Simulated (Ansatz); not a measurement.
Geometry optimisation, Ansatz, RKS LDA/6-31G*.

The input (input.yaml):

```yaml
crystal:
  periodic: [false, false, false]
  atoms:
    - { symbol: O, position_ang: [1.7858, -0.1641, -0.967] }
    - { symbol: C, position_ang: [0.6342, 0.0485, -0.462] }
    - { symbol: Si, position_ang: [0.0808, -1.094, 0.9029] }
    - { symbol: C, position_ang: [-0.2672, 1.1328, -0.8357] }
    - { symbol: F, position_ang: [-0.44609, 2.03269, 0.26975] }
    - { symbol: F, position_ang: [0.22017, 1.96253, -1.82762] }
    - { symbol: H, position_ang: [-0.0762, -2.4836, 0.4317] }
    - { symbol: H, position_ang: [1.1665, -1.1452, 1.9991] }
    - { symbol: H, position_ang: [-1.1561, -0.6486, 1.5962] }
    - { symbol: H, position_ang: [-1.22846, 0.83065, -1.10826] }
basis:
  gaussian: { orbitals: "6-31G*" }
hamiltonian:
  xc: lda
relax:
  f_tol: 0.015
  max_steps: 40
```

Command:

```bash
$ ansatz run input.yaml --threads 2 --pin off --max-ram 3072MiB --backend cpu --events-out ev --progress --plain --runs-dir out
```

**Question.** Where does it end, and by what steps?

**Answer.** It converged. After 38 steps the energy has fallen by 0.699 eV; O1 moved furthest, 2.39 Å.

| step | energy less start (eV) | largest force component (eV/Å) | accepted |
| --- | --- | --- | --- |
| 0 | 0.0000 | 5.049 | yes |
| 2 | -0.5715 | 0.320 | yes |
| 4 | -0.5854 | 0.109 | yes |
| 6 | -0.6069 | 0.444 | yes |
| 8 | -0.6226 | 0.101 | yes |
| 10 | -0.6273 | 0.409 | yes |
| 12 | -0.6319 | 0.103 | yes |
| 14 | -0.6344 | 0.145 | yes |
| 16 | -0.6362 | 0.089 | yes |
| 18 | -0.6370 | 0.196 | yes |
| 20 | -0.6442 | 0.253 | yes |
| 22 | -0.6353 | 0.905 | no |
| 24 | -0.6635 | 0.237 | yes |
| 26 | -0.6826 | 0.418 | yes |
| 28 | -0.6930 | 0.259 | yes |
| 30 | -0.6961 | 0.066 | yes |
| 32 | -0.6975 | 0.130 | yes |
| 34 | -0.6984 | 0.028 | yes |
| 36 | -0.6988 | 0.036 | yes |
| 38 | -0.6989 | 0.015 | yes |

```xyz
10
Properties=species:S:1:pos:R:3
O -0.373 -0.907 -1.682
C -0.107 -0.230 -0.710
Si 0.244 -1.017 1.019
C -0.039 1.285 -0.795
F -0.903 1.777 0.124
F 1.216 1.648 -0.439
H 1.345 -2.010 0.808
H 0.623 -0.020 2.069
H -1.011 -1.736 1.409
H -0.283 1.682 -1.803
```

Whether the end is a true minimum wasn't checked by a vibrational analysis.

The run took 58 s on 2 threads of Arm Neoverse V1 (shared host), peak memory 0.15 GiB.
